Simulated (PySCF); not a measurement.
Basis-set dependence of excited states

CH5ClOSi.
SMILES with atom numbers: `[CH3:1][O:2][SiH2:3][Cl:4]` (hydrogens: H5, H6, H7 on C1; H8, H9 on Si3)

TDDFT with PBE0 (PySCF), vertical singlets, core orbitals frozen in the response, spherical d and f functions. Geometry: PBE0-D3(BJ)/def2-SVP, one conformer, isolated molecule.

Problem. How do the low singlets change with the basis? Take 6-31G*, def2-SVP, 6-31+G*, def2-SVPD, aug-cc-pVDZ, def2-TZVP and def2-TZVPD.

Solution. 

```csv
basis,functions,diffuse,S1 (eV),S2 (eV),S3 (eV),S4 (eV),S5 (eV),LUMO (eV),α (au)
6-31G*,74,no,7.22,7.74,7.95,8.19,8.38,0.45,43.1
def2-SVP,89,no,7.40,7.99,8.11,8.34,8.53,0.66,44.4
6-31+G*,90,yes,6.95,7.31,7.61,7.76,7.83,-0.20,49.0
def2-SVPD,134,yes,7.06,7.43,7.78,7.97,8.04,0.00,57.1
aug-cc-pVDZ,145,yes,6.85,7.18,7.48,7.63,7.73,-0.29,57.7
def2-TZVP,166,no,7.15,7.53,7.88,8.07,8.23,0.23,52.2
def2-TZVPD,211,yes,6.96,7.27,7.66,7.77,7.83,-0.12,57.9
```

States are compared by their number. Against the largest diffuse basis here (def2-TZVPD, itself not a converged limit), sets without diffuse functions differ by up to 0.44 eV in S1 and 0.70 eV in S5; the smaller diffuse sets differ by up to 0.10 and 0.22 eV. State by state, the largest deviation of a set without diffuse functions is S1 0.44, S2 0.72, S3 0.46, S4 0.56, S5 0.70 eV. The same number needn't mean the same state in each row. Against def2-TZVPD the polarisability deviates by -26% in 6-31G*, -23% in def2-SVP, -15% in 6-31+G*, -1% in def2-SVPD, 0% in aug-cc-pVDZ, -10% in def2-TZVP. A single + in a Pople set puts diffuse functions on heavy atoms only.

Without π bonds the low states may be Rydberg-like; a valence basis with one diffuse set may place them up to an eV too high.
